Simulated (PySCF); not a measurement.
## HfS2: from structure and modes to constants

All numbers come from PySCF, PBE0, basis Hf def2-TZVP with ECP60, S def2-TZVP (scalar-relativistic core potentials, no spin–orbit coupling, density fitting).

The singlet minimum has C2v symmetry. Masses (u): Hf 179.94655, S 31.97207.

```xyz
3
charge 0 multiplicity 1, angstrom
Hf    0.3295    0.0000    0.0000
S    -0.9271    1.8226    0.0000
S    -0.9271   -1.8226    0.0000
```

Harmonic wavenumbers (cm⁻¹): 147.6 (a1, ×1), 491.6 (b2, ×1), 509.5 (a1, ×1).

Q: Find the principal moments of inertia and the rotational constants. What kind of rotor is it?

A: About the centre of mass I = 74.497, 212.41, 286.91 u Å². With B = 16.8576/I this gives 0.2263, 0.07936, 0.05876 cm⁻¹. The molecule is an asymmetric top with κ = -0.75.

Q: What is the harmonic zero-point energy?

A: Half the sum of all 3 wavenumbers, 1149/2 = 574 cm⁻¹, which is 6.9 kJ/mol (1 cm⁻¹ = 0.0119627 kJ/mol).

Q: Find the vibrational entropy and heat capacity at 298.15 K.

A: With u = 1.43878 ω/T, each mode gives S = R[u/(eᵘ−1) − ln(1−e⁻ᵘ)] and C = R u² eᵘ/(eᵘ−1)².
| ω (cm⁻¹) | u | S (J/(mol K)) | C (J/(mol K)) |
| --- | --- | --- | --- |
| 147.6 | 0.713 | 11.31 | 7.97 |
| 491.6 | 2.372 | 2.84 | 5.31 |
| 509.5 | 2.459 | 2.66 | 5.14 |
The sums over all modes are S = 16.8 and C = 18.4 J/(mol K); the softest mode gives 67 % of the entropy.

Q: Give the standard entropy (298.15 K, 1 bar) by its translational, rotational, vibrational and spin parts, and Cp.

A: Sackur–Tetrode with M = 243.89 u gives 177.4; rotation with symmetry number 2 gives 106.5; vibration 16.8; spin R ln 1 = 0.0. The total is 300.7 J/(mol K), and Cp = 4 R + 18.4 = 51.7 J/(mol K).

This need not be the most stable arrangement of these atoms. With an element this heavy the missing spin–orbit coupling can shift these numbers.
